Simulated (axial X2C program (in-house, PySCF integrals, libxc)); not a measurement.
OMoO: properties at the nuclei

Computed with an axial X2C code built on PySCF integrals: two-component X2C with atomic mean-field Coulomb and Gaunt terms, Gaussian nuclei, basis O dyall-av3z, Mo dyall-v3z with contracted cores.

O–Mo–O held linear, with bonds 1.746 and 1.746 Å (near the PBE0 minimum at charge 0 of the determinant lowest at the starting distance; the state shown can have its own minimum elsewhere, held linear; other orders of the atoms were not compared).

Determinant lowest in the PBE0 search, Ω = 1 (⟨Sz⟩ = 1.00, ⟨Lz⟩ = 0.00 at PBE0), spin on the atoms O -0.07, Mo 1.14, O -0.07:

```
level  A∥/gI O (MHz)  qzz O (a.u.)  A∥/gI Mo (MHz)  qzz Mo (a.u.)
 PBE0           1.09         -1.16            -895          -6.71
   HF          -21.1         -1.37           -1210          -6.05
TPSSh           1.46         -1.17            -906          -6.84
```

Determinant 0.85 eV from it at PBE0 and this distance, Ω = 0 (closed shell), highest spinor 97% Mo d:

```tsv
level	qzz O (a.u.)	qzz Mo (a.u.)
PBE0	-1.17	-6.79
HF	-1.34	-6.16
TPSSh	-1.18	-6.97
```

A∥ (defined per Ω) follows by multiplying with gI = μI/(I μN); qzz is the electric field gradient, eQq0 = 234.96 MHz × Q/barn × qzz. The operators were transformed with the bare-nucleus X2C matrices; with these basis sets, hyperfine constants and field gradients can be off by tens of per cent, and where levels differ in sign neither size nor sign is settled.

(1) With Q(17O) = -0.02558 barn, gI(95Mo) = -0.3657, Q(95Mo) = -0.022 barn (g factors from the IAEA table of nuclear moments by Stone; Q from Pyykkö, Mol. Phys. 2018), turn the PBE0 values of the first state into constants in MHz.

The molecule was held linear; bending was not examined, so a bent shape may lie lower.

Each state is one determinant with collinear spin, which with several unpaired electrons need not be a pure state. Unrestricted Hartree–Fock can overshoot spin polarisation at the nuclei. A closed determinant beside an open π² or δ² triplet, such as (π1/2)², mixes with its partner pair into the 0⁺ component of the triplet and ¹Σ⁺, so its energy is not that of a level, and 0⁺ can lie lowest. With several open shells hyperfine constants can be off by a factor of several. Open-shell Ω = 0 determinants with evenly filled partner blocks cannot be reached by this program, so the Ω shown need not be the lowest component. The search compared states at one distance, so a state with another bond length can lie lower. Where a field gradient or hyperfine factor spreads by more than a factor of two over the levels, a constant derived from it is not to be relied on. PBE0 term energies can be off by some tenths of an eV.

Results:

(1) eQq0(17O) = 234.96 × (-0.02558) × (-1.16) = 6.97 MHz; A∥(95Mo) = -895 × -0.3657 = 327 MHz; eQq0(95Mo) = 234.96 × (-0.022) × (-6.71) = 34.7 MHz.
